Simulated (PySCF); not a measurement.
Gas-phase reaction: GaH3 + 2 CH4 ⇌ GaH(CH3)2 + 4 H

Energies from PySCF, thermal terms from the rigid-rotor harmonic-oscillator model, ideal gas at 1 bar. † marks an energy on the PBE0/def2-TZVP geometry and frequencies; other levels use their own. 6-31G* has spherical d functions here. Open shells (unrestricted): H (multiplicity 2); the rest are closed-shell singlets. B3LYP is the form with VWN-RPA correlation. Ga: all electrons, no relativistic terms. GaH3, GaH(CH3)2: computed as isolated molecules; such fragments, hydroxides, amides, oligomers or adducts are transient or little studied in the gas.

B3LYP/6-31G* gives ΔH°(298 K) = 941 kJ.

**Question.** What do ωB97M-V/def2-TZVP†, PBE0/def2-QZVP†, PBE0/def2-SVP† give?

**Answer.** ωB97M-V/def2-TZVP†: 908 kJ; PBE0/def2-QZVP†: 883 kJ; PBE0/def2-SVP†: 875 kJ. For scale, ΔH°(298 K) is 941 kJ at this level, 908 kJ at ωB97M-V/def2-TZVP†, and runs from 741 to 941 kJ over the 19 levels computed († marks an energy on the PBE0/def2-TZVP geometry).
